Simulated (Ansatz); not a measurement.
Consider the formal exchange of groups at the Si–O bond: `C[Si](O)(Br)O[SiH3]` + GeH₄ → `[SiH3][GeH3]` + `C[Si](O)(O)Br`.

Isolated molecules relaxed with PBE0-D4/def2-TZVP in Ansatz; ΔE leaves out vibrations. CCSD(T)/CBS adds triple-zeta CCSD(T) − MP2 to the extrapolated MP2 energy (def2 sets, frozen cores). DFT in def2-TZVPP. B3LYP here is the variant with VWN-RPA as its local correlation; programs differ in this. HSE06 is defined as in plane-wave codes. For Br, Ge outer-core shells are correlated without core-valence functions, which leaves a few kJ/mol of doubt a bond. Scalar relativity is left out up to krypton. One conformer a species, not always the lowest.

**Question.** Is it downhill or uphill in electronic energy at CCSD(T)/CBS, and by how much? (Estimate.)

**Answer.** Computed: Uphill: ΔE = +0.91 eV.

**Question.** What do these levels give: B3LYP-D4, HSE06-D4, CAM-B3LYP-D4, ωB97M-V, B2PLYP, r2SCAN, RPA@PBE/def2-TZVPP, MP2/def2-SVP, CCSD/def2-SVP, CCSD(T)/def2-SVP, CCSD(T)/def2-TZVPP, SCS-MP2/def2-QZVPP? (An estimate is asked.)

**Answer.** Computed: B3LYP-D4 0.93, HSE06-D4 0.75, CAM-B3LYP-D4 0.99, ωB97M-V 0.92, B2PLYP 0.93, r2SCAN 0.83, RPA@PBE/def2-TZVPP 0.94, MP2/def2-SVP 0.96, CCSD/def2-SVP 0.93, CCSD(T)/def2-SVP 0.92, CCSD(T)/def2-TZVPP 0.92, SCS-MP2/def2-QZVPP 1.03 eV.

Largest T1 diagnostic among the species: 0.012.

In def2-TZVPP, CCSD(T) changes the Hartree–Fock value by −0.22 eV (the triples alone add −0.02 eV) and MP2 by −0.17 eV. The D4 term adds +0.06 eV with B3LYP and +0.04 eV with PBE0; it sums over pairs of atoms, weighted by their polarisabilities, and B3LYP, whose exchange is more repulsive, gets the larger term.
